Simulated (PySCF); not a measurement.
HSSi, SMILES [Si]=[SH+] (connectivity only; charge and spin as stated), charge +1, multiplicity 1. Heavy atoms are numbered as in [Si:1]=[SH+:2]. Hydrogens are named by the atom that carries them.

Coordinates come from a B3LYP-D3(BJ)/def2-TZVP optimisation. The isomer is the one that the SMILES or the coordinates give; other isomers of the formula were not compared.

Computed with PBE/pcSseg-2 (PySCF).

GIAO shieldings, no solvent; atoms alike by connectivity are averaged. δ = σ(ref) − σ: ²⁹Si against TMS (σ = 324.1 ppm); ³³S against H2S (σ = 705.0 ppm); ¹H against TMS (σ = 31.47 ppm), references at their B3LYP-D3(BJ)/def2-TZVP geometries, non-relativistic.

**Question.** Estimate the chemical shifts. (An estimate is asked for; the answer gives what the named calculation found.)

**Answer.** 
```csv
nucleus,atoms,count,δ (ppm)
²⁹Si,Si1,1,540.6
³³S,S2 (SH),1,626.0
¹H,H on S2,1,6.86
```
